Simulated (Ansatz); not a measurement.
Harmonic frequencies (cm⁻¹) at PBE0-D4/def2-TZVP from Ansatz: 96, 150, 301, 427, 550, 601, 788, 1368, 1743, 1814, 1817, 2791.

Problem. Which molecule is it?
A. `O=C=NP`
B. `COCI`
C. `F[SiH2][AlH2]`
D. `O=[CH][InH2]`

Solution. D.
